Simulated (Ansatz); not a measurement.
Consider the isomerisation: `C=C[Si](C)(F)Cl` → `C[SiH2]/C(Cl)=C\F`.

Program: Ansatz. Geometries: PBE0-D4/def2-TZVP. ΔE: electronic, gas phase. CBS: MP2 limit from def2 TZ/QZ plus the TZ coupled-cluster correction, frozen cores. DFT in def2-TZVPP. One conformer a species, not always the lowest.

```csv
level,ΔE (eV)
B2PLYP,4.03
PBE,3.71
PBE0,3.88
HF/CBS(def2),4.24
```

(1) What does CCSD(T)/CBS give? (Estimate.)

Largest T1 diagnostic among the species: 0.012.

Results:

(1) Computed: +4.11 eV. The listed levels differ from it by -0.08, -0.40, -0.23, 0.13 eV.

In def2-TZVPP, CCSD(T) changes the Hartree–Fock value by −0.18 eV (the triples alone add −0.05 eV) and MP2 by −0.06 eV. From PBE to PBE0 (25 % exact exchange), in def2-TZVPP and without D4, ΔE moves by +0.16 eV.
